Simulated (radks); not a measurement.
Question: The phosphorus ion P2+, 13 electrons, occupied as [Ne] 3s2 3p1. All-electron calculation, non-relativistic Kohn-Sham, B86b exchange with PBE correlation, spin-polarised, spherical densities, point nucleus; open shells are filled with parallel spins first. Program: a radial shooting solver on a logarithmic mesh with Libxc functionals. Some entries of the table are withheld. Estimate them.

orbital,occ.,eigenvalue (hartree),<1/r> (bohr^-1)
1s up,1,-77.28026,14.57
1s down,1,-77.27503,14.57
2s up,1,-7.22887,2.810
2s down,1,-7.22312,2.809
2p up,3,-5.44748,(1)
2p down,3,-5.43980,(2)
3s up,1,(3),0.7823
3s down,1,(4),0.7851
3p up,1,-0.91533,0.6836
3p down,0,-0.86495,0.6815

Answer: 
(1) 2p up <1/r> (bohr^-1): 2.710
(2) 2p down <1/r> (bohr^-1): 2.710
(3) 3s up eigenvalue (hartree): -1.26826
(4) 3s down eigenvalue (hartree): -1.21700
